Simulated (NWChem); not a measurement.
System: C$_{3}$H$_{2}$F$_{3}$ cation

Input file for NWChem:

```
start job
memory heap 200 mb stack 900 mb global 1100 mb
charge 1
geometry units angstroms noautoz
  C     -1.255104    -1.403411     0.000000
  C     -0.050022    -0.756181     0.000000
  F      1.113801    -1.367281     0.000000
  C      0.026001     0.678765     0.000000
  F     -1.005279     1.423915     0.000000
  F      1.140700     1.279787     0.000000
  H     -2.204665    -0.844951     0.000000
  H     -1.279474    -2.506817     0.000000
end
basis spherical
  * library def2-svp
end
dft
  xc pbe0
  iterations 150
  mulliken
end
task dft energy
```

Geometry: optimised at PBE-D3(BJ)/def2-SVP.

Q: Give the results of this calculation. (PBE0/def2-SVP.) Quantities: basis functions; energy (Ha); highest occupied level (eV); orbital gap (eV).

A: The number of basis functions comes out as 94, the energy (Ha) is -413.94 and the highest occupied level (eV) comes out as -15.13. The orbital gap (eV) is 4.90.
